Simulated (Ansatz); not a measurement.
Species: H$_{2}$BO$_{2}$, charge 1, singlet. H2BO2+ (parent SMILES O[B]O, singlet).
B3LYP-D3(BJ)/def2-TZVP minimum from Ansatz (a program for electronic structure):
```xyz
5

O      1.1260     0.3135    -0.4593
B      0.0077    -0.0008     0.0209
O     -1.1637    -0.3094     0.3567
H      2.0341    -0.0059    -0.3402
H     -1.7709    -0.0230     1.0567
```
Charge +1, spin multiplicity 1.

Total energies in aug-cc-pVDZ, 16 correlated electrons, 3 frozen orbitals. Radicals and triplets start from unrestricted determinants; spin-orbit coupling is neglected. Correlated methods leave the cores frozen. No relativity. The spin of H2BO2+ (parent SMILES O[B]O, singlet) was assumed, and the state is the lowest solution found for it.

```
method    program  energy (Eh)  minus CCSDT(Q) (mEh)
--------  -------  -----------  --------------------
HF         Ansatz   -175.40770                478.09
MP2        Ansatz   -175.86036                 25.43
CCSD       Ansatz   -175.87055                 15.24
CCSD(T)    Ansatz   -175.88410                  1.68
CCSDT(Q)   Ansatz   -175.88579                  0.00
```

Rough core times of Ansatz's runs on a shared machine: CCSD(T) under 20 s, CCSDT(Q) 9 min.
